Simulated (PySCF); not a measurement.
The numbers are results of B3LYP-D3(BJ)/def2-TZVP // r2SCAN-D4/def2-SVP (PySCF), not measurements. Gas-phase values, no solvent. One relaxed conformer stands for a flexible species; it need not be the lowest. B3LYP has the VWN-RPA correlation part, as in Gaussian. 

Reference species: [Cd(F)(OH)] (neutral, multiplicity 1).

| Item | Value |
|---|---|
| LUMO | -2.27 eV |
| HOMO–LUMO gap | 5.99 eV |
| HOMO | -8.26 eV |

Changed species: [Cd(F)2] (0 of 2 F replaced by OH; the reference has 1 of 2 F replaced by OH).

### Question
What does the change do to the LUMO, HOMO–LUMO gap and HOMO?

### Answer
the LUMO falls by 0.51 eV, to -2.78 eV; the HOMO–LUMO gap increases by 1.05 eV, to 7.04 eV; the HOMO falls by 1.56 eV, to -9.82 eV.
